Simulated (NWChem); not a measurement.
All runs are NWChem calculations. System: CNO, charge 0, spin multiplicity 2, at a geometry optimised with UPBE0/def2-SVP. The structure started from a generated list of species. Its SCF solution wasn't tested for a lower state. Level: UCCSD(T)/6-311G** (spherical d), 3 core orbitals frozen.

NWChem printed:

```
             Northwest Computational Chemistry Package (NWChem) 7.3.0
             --------------------------------------------------------

                                NWChem Input Module
                                -------------------

 Scaling coordinates for geometry "geometry" by  1.889725989
 (inverse scale =  0.529177249)

 Turning off AUTOSYM since
 SYMMETRY directive was detected!

                             Geometry "geometry" -> ""
                             -------------------------

 Output coordinates in angstroms (scale by  1.889725989 to convert to a.u.)

  No.       Tag          Charge          X              Y              Z
 ---- ---------------- ---------- -------------- -------------- --------------
    1 N                    7.0000     0.00000000     0.00000000     1.26456200
    2 C                    6.0000     0.00000000     0.00000000     0.03907500
    3 O                    8.0000     0.00000000     0.00000000    -1.13579800

 Effective nuclear repulsion energy (a.u.)      52.1014176307

            Nuclear Dipole moment (a.u.)
            ----------------------------
        X                 Y               Z
 ---------------- ---------------- ----------------
     0.0000000000     0.0000000000    -0.0000000000

      Symmetry information
      --------------------

 Group name             C2v
 Group number             16
 Group order               4
 No. of unique centers     3

      Symmetry unique atoms

     1    2    3


 Summary of "ao basis" -> "" (spherical)
 ------------------------------------------------------------------------------
       Tag                 Description            Shells   Functions and Types
 ---------------- ------------------------------  ------  ---------------------
 *                          6-311g**                  on all atoms

 Summary of "ao basis" -> "ao basis" (spherical)
 ------------------------------------------------------------------------------
       Tag                 Description            Shells   Functions and Types
 ---------------- ------------------------------  ------  ---------------------
 N                          6-311g**                 8       18   4s3p1d
 C                          6-311g**                 8       18   4s3p1d
 O                          6-311g**                 8       18   4s3p1d

                                 NWChem SCF Module
                                 -----------------

  ao basis        = "ao basis"
  functions       =    54
  atoms           =     3
  alpha electrons =    11
  beta  electrons =    10
  charge          =   0.00
  wavefunction    = UHF
  use symmetry    = T
  symmetry adapt  = T

 Summary of "ao basis" -> "ao basis" (spherical)
 ------------------------------------------------------------------------------
       Tag                 Description            Shells   Functions and Types
 ---------------- ------------------------------  ------  ---------------------
 N                          6-311g**                 8       18   4s3p1d
 C                          6-311g**                 8       18   4s3p1d
 O                          6-311g**                 8       18   4s3p1d

      Symmetry analysis of basis
      --------------------------

        a1         27
        a2          3
        b1         12
        b2         12

 Forming initial guess at       0.0s

   Symmetry analysis of molecular orbitals - initial alpha
   -------------------------------------------------------

  Numbering of irreducible representations:

     1 a1          2 a2          3 b1          4 b2

  Orbital symmetries:

     1 a1          2 a1          3 a1          4 a1          5 a1
     6 a1          7 b2          8 b1          9 a1         10 b2
    11 b1         12 b2         13 b1         14 a1         15 a1
    16 b2         17 b1         18 a1         19 a1         20 b2
    21 b1

   Symmetry analysis of molecular orbitals - initial beta
   ------------------------------------------------------

  Numbering of irreducible representations:

     1 a1          2 a2          3 b1          4 b2

  Orbital symmetries:

     1 a1          2 a1          3 a1          4 a1          5 a1
[...]
     9      0.154491  1 N  pz

 center of mass
 --------------
 x =   0.00000000 y =   0.00000000 z =   0.00043481

 moments of inertia (a.u.)
 ------------------
         153.716089484595           0.000000000000           0.000000000000
           0.000000000000         153.716089484595           0.000000000000
           0.000000000000           0.000000000000           0.000000000000

  Mulliken analysis of the total density
  --------------------------------------

    Atom       Charge   Shell Charges
 -----------   ------   -------------------------------------------------------
    1 N    7     7.31   1.10  0.90  0.68  0.94  1.59  0.89  1.18  0.04
    2 C    6     5.43   1.10  0.89  0.58  0.81  1.32  0.13  0.41  0.18
    3 O    8     8.26   1.08  0.91  0.91  1.02  2.03  0.86  1.41  0.02

  Mulliken analysis of the alpha density
  --------------------------------------

    Atom       Charge   Shell Charges
 -----------   ------   -------------------------------------------------------
    1 N    7     4.12   0.55  0.45  0.43  0.48  1.01  0.46  0.72  0.02
    2 C    6     2.50   0.55  0.45  0.26  0.39  0.57  0.05  0.14  0.11
    3 O    8     4.37   0.54  0.46  0.52  0.52  1.14  0.43  0.76  0.01

   Mulliken analysis of the beta density
   -------------------------------------

    Atom       Charge   Shell Charges
 -----------   ------   -------------------------------------------------------
    1 N    7     3.19   0.55  0.45  0.25  0.46  0.59  0.43  0.46  0.02
    2 C    6     2.93   0.55  0.44  0.33  0.43  0.75  0.08  0.27  0.08
    3 O    8     3.88   0.54  0.46  0.39  0.50  0.89  0.43  0.66  0.01

   Mulliken analysis of the spin density
   -------------------------------------

    Atom       Charge   Shell Charges
 -----------   ------   -------------------------------------------------------
    1 N    7     0.93  -0.00 -0.00  0.18  0.03  0.42  0.03  0.27  0.00
    2 C    6    -0.42  -0.00  0.00 -0.07 -0.04 -0.18 -0.03 -0.13  0.03
    3 O    8     0.49  -0.00  0.00  0.12  0.02  0.25  0.00  0.10 -0.00

       Multipole analysis of the density wrt the origin
       ------------------------------------------------

     L   x y z        total         alpha         beta         nuclear
     -   - - -        -----         -----         ----         -------
     0   0 0 0     -0.000000    -11.000000    -10.000000     21.000000

     1   1 0 0     -0.000000     -0.000000     -0.000000      0.000000
     1   0 1 0      0.000000     -0.000000      0.000000      0.000000
     1   0 0 1     -0.318729     -0.699033      0.380304     -0.000000

     2   2 0 0    -11.805323     -5.997442     -5.807881      0.000000
     2   1 1 0      0.000000      0.000000      0.000000      0.000000
     2   1 0 1     -0.000000      0.000000     -0.000000      0.000000
     2   0 2 0    -10.831730     -5.961974     -4.869757      0.000000
     2   0 1 1     -0.000000     -0.000000     -0.000000      0.000000
     2   0 0 2    -15.553678    -49.675199    -42.739487     76.861007

                   NWChem Extensible Many-Electron Theory Module
                   ---------------------------------------------


            General Information
            -------------------
      Number of processors :     1
         Wavefunction type : Unrestricted Hartree-Fock
          No. of electrons :    21
           Alpha electrons :    11
            Beta electrons :    10
           No. of orbitals :   108
            Alpha orbitals :    54
             Beta orbitals :    54
        Alpha frozen cores :     3
         Beta frozen cores :     3
     Alpha frozen virtuals :     0
      Beta frozen virtuals :     0
         Spin multiplicity : doublet
    Number of AO functions :    54
       Number of AO shells :    24
        Use of symmetry is : on
      Symmetry adaption is : on
         Schwarz screening : 0.10D-09

          Correlation Information
          -----------------------
          Calculation type : Coupled-cluster singles & doubles w/ perturbation
   Perturbative correction : (T)
            Max iterations :      100
        Residual threshold : 0.10D-05
     T(0) DIIS level shift : 0.00D+00
     L(0) DIIS level shift : 0.00D+00
     T(1) DIIS level shift : 0.00D+00
     L(1) DIIS level shift : 0.00D+00
     T(R) DIIS level shift : 0.00D+00
     T(I) DIIS level shift : 0.00D+00
   CC-T/L Amplitude update :  5-th order DIIS
                I/O scheme : Global Array Library
        L-threshold :  0.10D-05
        EOM-threshold :  0.10D-05
 no EOMCCSD initial starts read in
 TCE RESTART OPTIONS
 SLICE:      F
 D4D5:       F
 quantumc:   F
 qrotation:  F
 pwtce:      F
 qducc:      F
 nacto:                         0
 nrotv:                         0
 nrot:                          0

            Memory Information
            ------------------
          Available GA space size is     249030968 doubles
          Available MA space size is     104854932 doubles

 Maximum block size supplied by input
 Maximum block size        24 doubles

 tile_dim =     20

 -------------------------------------------------

 Global array virtual files algorithm will be used

 Parallel file system coherency ......... OK


 half-transformed integrals in memory

 2-e (intermediate) file size =        17041104
 2-e (intermediate) file name = ./mol.v2i

 2-e integrals stored in memory



CCSD iterations
 ---------------------------------------------------------
 Iter          Residuum       Correlation     Cpu    Wall
 ---------------------------------------------------------
    1   0.1856209724536  -0.4446056461771     0.2     0.2
    2   0.0523555952672  -0.4466625728096     0.2     0.2
    3   0.0217678682280  -0.4567378036159     0.2     0.2
    4   0.0128495488524  -0.4579436766809     0.2     0.2
    5   0.0072139338483  -0.4594525202503     0.2     0.2
    6   0.0032300173220  -0.4606402014614     0.2     0.2
    7   0.0018526196590  -0.4607127555275     0.2     0.2
    8   0.0010851447512  -0.4607567456246     0.2     0.2
    9   0.0007827292437  -0.4607653868241     0.2     0.2
   10   0.0005177880904  -0.4607954580614     0.2     0.2
   11   0.0001395992295  -0.4608464448534     0.2     0.2
   12   0.0000785933118  -0.4608455526209     0.2     0.2
   13   0.0000591459682  -0.4608482916941     0.2     0.2
   14   0.0000446466250  -0.4608478328685     0.2     0.2
   15   0.0000341795989  -0.4608480998128     0.2     0.2
   16   0.0000078740908  -0.4608475624562     0.2     0.2
   17   0.0000047758262  -0.4608479401816     0.2     0.2
   18   0.0000029137142  -0.4608480070189     0.2     0.2
   19   0.0000021794385  -0.4608480128978     0.2     0.2
   20   0.0000015199395  -0.4608480604919     0.2     0.2
   21   0.0000005089375  -0.4608481301309     0.2     0.2
 -----------------------------------------------------------------
 Iterations converged
 CCSD correlation energy / hartree =        -0.460848130130858
 CCSD total energy / hartree       =      -167.631155655252201

 Singles contributions

 Doubles contributions
 CCSD(T)
 Using plain CCSD(T) code
             total no. of tasks          460
 total no. of tasks / no. procs          460
                         wl_min           99           2.2
                         wl_max       512000           8.9
        thresh for no. of tasks          460

 CCSD[T]  correction energy / hartree =        -0.022835601021166
 CCSD[T] correlation energy / hartree =        -0.483683731152024
 CCSD[T] total energy / hartree       =      -167.653991256273372
 CCSD(T)  correction energy / hartree =        -0.020555005055483
 CCSD(T) correlation energy / hartree =        -0.481403135186341
 CCSD(T) total energy / hartree       =      -167.651710660307685

 Task  times  cpu:        9.8s     wall:        9.8s

 Total times  cpu:        9.9s     wall:        9.9s
```

Problem. Write an NWChem input that would produce this output.

Solution. Several could match; the one computed here: 
```
start mol
memory heap 100 mb stack 700 mb global 1900 mb
geometry units angstroms nocenter noautoz
  N      0.000000     0.000000     1.264562
  C      0.000000     0.000000     0.039075
  O      0.000000     0.000000    -1.135798
  symmetry group C2v
end
basis spherical
  * library 6-311g**
end
scf
  uhf
  nopen 1
  maxiter 100
  thresh 1e-7
  semidirect memsize 60000000 filesize 0
  # guess.movecs holds the orbitals of an unrestricted PBE0 run
  vectors input guess.movecs output mol.movecs
end
tce
  freeze core 3
  ccsd(t)
  thresh 1e-6
  maxiter 100
  tilesize 24
end
task tce energy
```
